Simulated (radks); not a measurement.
Values are calculated unless marked as measured or tabulated.
How relativity changes the ionisation of the rubidium ion Rb24+ ([Ne] 3s2 3p1) to Rb25+ ([Ne] 3s2). Spin-unpolarised spherical Kohn-Sham, LDA (Slater exchange, Perdew-Wang correlation), point nucleus unless stated (finite: rms radius 4.2036 fm), a radial shooting solver on a logarithmic mesh with Libxc functionals. A level marked "c x" has the speed of light scaled by that factor and shares open shells by 2j + 1; other Dirac levels either fill j = l - 1/2 first or share by 2j + 1.

\begin{tabular}{lrrrrr}
level & E(Rb24+) (hartree) & E(Rb25+) (hartree) & IE (eV) & HOMO & <r> HOMO (bohr) \\ \hline
non-rel. & -2558.23907 & -2517.18626 & 1117.1 & 3p & 0.4264 \\
scalar-rel. & -2598.76785 & -2557.43727 & 1124.7 & 3p & 0.4228 \\
scalar-rel., finite nucleus & -2598.74031 & -2557.40970 & 1124.7 & 3p & 0.4228 \\
Dirac, 2j+1 shares & -2598.99583 & -2557.65790 & 1124.9 & 3p3/2 & 0.4245 \\
Dirac, low j first & -2599.35366 & -2557.65790 & 1134.6 & 3p1/2 & 0.4186 \\
Dirac, 2j+1 shares, finite nucleus & -2598.96826 & -2557.63030 & 1124.9 & 3p3/2 & 0.4245 \\
Dirac, c x 1.25 & -2583.98160 & -2542.74772 & 1122.0 & 3p3/2 & 0.4252 \\
Dirac, c x 5 & -2559.81393 & -2518.74995 & 1117.4 & 3p3/2 & 0.4263 \\
Dirac, c x 100 & -2558.24300 & -2517.19016 & 1117.1 & 3p3/2 & 0.4264 \\
\end{tabular}

NIST Atomic Spectra Database: 1125 eV (semi-empirical). The relativistic part of the total energy of Rb24+ is -40.73 hartree (Dirac, 2j+1 shares, finite nucleus), 1.6 % of the non-relativistic value. Spin polarisation and multiplet splitting of open shells are left out at every level.

Beside tabulated values, note that relativity, absent from the non-relativistic runs, is large for the heavy elements, and spin-unpolarised runs miss the spin-polarisation part of the exchange energy of open shells.
